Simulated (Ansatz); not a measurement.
GeH₁₀OSi₃ (`[OH][Ge]([SiH3])([SiH3])[SiH3]`). Charge 0, multiplicity 1. The structure was optimised at the PBE0-D4/def2-TZVP level. It is one conformer, not always the lowest.

```xyz
15

O    -1.129   -0.584   -1.805
Ge   -0.225   -0.126   -0.310
Si    2.071   -0.756   -0.562
Si   -1.305   -1.362    1.417
Si   -0.415    2.237    0.026
H    -0.782   -0.143   -2.584
H     2.202   -2.230   -0.703
H     2.845   -0.309    0.628
H     2.642   -0.106   -1.774
H    -2.735   -0.973    1.518
H    -0.625   -1.051    2.704
H    -1.202   -2.821    1.155
H    -1.832    2.625    0.255
H     0.397    2.640    1.206
H     0.092    2.959   -1.172
```

Problem. What is the dipole moment at B3LYP/def2-TZVPP? (Best estimate.)

Solution. Computed: 1.11 D, with components (0.86, 0.71, 0.00) D in this frame, pointing from negative to positive charge.

Problem. And with PBE, r2SCAN, ωB97M-V? (An estimate is asked.)

Solution. Ansatz gave: PBE 0.99 D, r2SCAN 1.07 D, ωB97M-V 1.14 D.

Problem. Give the Mulliken charges with B3LYP, PBE, r2SCAN in def2-TZVPP. (Best estimate.)

Solution. Ansatz gave: 
```json
{"atom": "O1", "B3LYP": "-0.45", "PBE": "-0.41", "r2SCAN": "-0.46"}
{"atom": "Ge2", "B3LYP": "0.38", "PBE": "0.41", "r2SCAN": "0.35"}
{"atom": "Si3", "B3LYP": "0.10", "PBE": "0.03", "r2SCAN": "0.12"}
{"atom": "Si4", "B3LYP": "0.13", "PBE": "0.06", "r2SCAN": "0.15"}
{"atom": "Si5", "B3LYP": "0.10", "PBE": "0.03", "r2SCAN": "0.12"}
{"atom": "H6", "B3LYP": "0.17", "PBE": "0.17", "r2SCAN": "0.19"}
{"atom": "H7", "B3LYP": "-0.04", "PBE": "-0.03", "r2SCAN": "-0.05"}
{"atom": "H8", "B3LYP": "-0.05", "PBE": "-0.03", "r2SCAN": "-0.05"}
{"atom": "H9", "B3LYP": "-0.05", "PBE": "-0.04", "r2SCAN": "-0.06"}
{"atom": "H10", "B3LYP": "-0.04", "PBE": "-0.03", "r2SCAN": "-0.05"}
{"atom": "H11", "B3LYP": "-0.05", "PBE": "-0.03", "r2SCAN": "-0.05"}
{"atom": "H12", "B3LYP": "-0.04", "PBE": "-0.03", "r2SCAN": "-0.05"}
{"atom": "H13", "B3LYP": "-0.04", "PBE": "-0.03", "r2SCAN": "-0.05"}
{"atom": "H14", "B3LYP": "-0.05", "PBE": "-0.03", "r2SCAN": "-0.05"}
{"atom": "H15", "B3LYP": "-0.05", "PBE": "-0.04", "r2SCAN": "-0.06"}
```

B3LYP here is the variant with VWN-RPA as its local correlation; programs differ in this.
